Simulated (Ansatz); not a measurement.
Computed with Ansatz on PBE0-D4/def2-TZVP structures; ΔE is electronic, products minus reactants. CCSD(T)/CBS is the MP2 limit (def2-TZVPP, def2-QZVPP) plus CCSD(T) − MP2 in def2-TZVPP, frozen cores. This one scheme is used for every species. One conformer a species, not always the lowest.

`CO[SiH2]CF` → `FC[SiH3]` + `C=O`  (β-hydride elimination)

```csv
species,SCS-MP2/def2-TZVPP energy (Eh)
`CO[SiH2]CF`,-544.14271
`FC[SiH3]`,-429.76186
`C=O`,-114.30766
```

(1) Work out ΔE.

Largest T1 diagnostic among the species: 0.015.

Results:

(1) ΔE = (-429.76186) + (-114.30766) − (-544.14271) = 0.07319 Eh = +1.99 eV. CCSD(T)/CBS gives +2.07 eV.

From PBE to PBE0 (25 % exact exchange), in def2-TZVPP and without D4, ΔE moves by +0.17 eV. In def2-TZVPP, CCSD(T) changes the Hartree–Fock value by +0.12 eV (the triples alone add −0.01 eV) and MP2 by +0.23 eV.
